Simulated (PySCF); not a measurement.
A calculated (r2SCANh, PySCF 2.14, aug-cc-pVQZ-DK3, the spin-free X2C one-electron Hamiltonian (Gaussian nucleus)) atom or ion has these occupied shells.

```tsv
shell	electrons	orbital energy (eV)	rms radius, mean of both spins (bohr)
1s α	1	-87882.0	0.0181
1s β	1	-87882.0	0.0181
2s β	1	-15759.6	0.0730
2s α	1	-15759.6	0.0730
2p α	3	-13590.0	0.0673
2p β	3	-13590.0	0.0673
3s α	1	-3801.6	0.186
3s β	1	-3801.6	0.186
3p α	3	-3172.3	0.189
3p β	3	-3172.3	0.189
3d α	5	-2496.3	0.173
3d β	5	-2496.3	0.173
4s α	1	-870.68	0.408
4s β	1	-870.65	0.408
4p α	3	-661.96	0.436
4p β	3	-661.93	0.436
4d α	5	-410.14	0.463
4d β	5	-410.12	0.463
5s α	1	-148.28	0.910
5s β	1	-148.20	0.910
4f α	7	-136.33	0.495
4f β	7	-136.30	0.495
5p α	3	-89.947	1.04
5p β	3	-89.907	1.04
5d α	5	-22.506	1.41
5d β	5	-22.351	1.41
6s α	1	-13.255	2.48
6s β	1	-11.757	2.48
6p α	2	-4.525	3.53
```

Q: Name the element and its charge.

A: Pb (lead, neutral), in [Xe] 4f14 5d10 6s2 6p2, high-spin 3P determinant.
